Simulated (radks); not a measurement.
Results of a calculation; reference values are marked as such.
All-electron atom: Nd XXXIX in [Ne] 3s1 3p6 3d4 4p1 (not the ground configuration). Level of theory: Dirac Kohn-Sham, BP86, spin-unpolarised, spherical densities, finite nucleus; open shells fill j = l - 1/2 first; Fermi nuclear charge, rms radius 4.9123 fm (a radial shooting solver on a logarithmic mesh with Libxc functionals).

Normalised radial functions P(r) = r R(r) (large component), r in bohr:

r          2p1/2    4p3/2
0.001717  0.0502   0.0053
0.002442  0.0792   0.0104
0.0035    0.1289   0.0203
0.005016  0.2134   0.0391
0.00719   0.3564   0.0739
0.01031   0.5932   0.1355
0.01465   0.9577   0.2353
0.021     1.5017   0.3885
0.0301    2.2013   0.5827
0.04315   2.9105   0.7483
0.06185   3.3083   0.7211
0.08864   3.0266   0.2917
0.126     2.0619  -0.5033
0.1807    0.9095  -1.0842
0.259     0.2189  -0.4659
0.3712    0.0223   1.1042
0.532     0.0007   1.6699
0.7564    0.0000   0.7879
1.084     0.0000   0.1106
1.554     0.0000   0.0032

2p1/2: eigenvalue -8618.0 eV, 0 radial nodes, <r> = 0.0836 bohr, 90 % of the charge inside 0.137 bohr. 4p3/2 (empty): eigenvalue -1520.0 eV, 2 radial nodes at r = 0.102, 0.290 bohr, <r> = 0.494 bohr, 90 % of the charge inside 0.703 bohr.
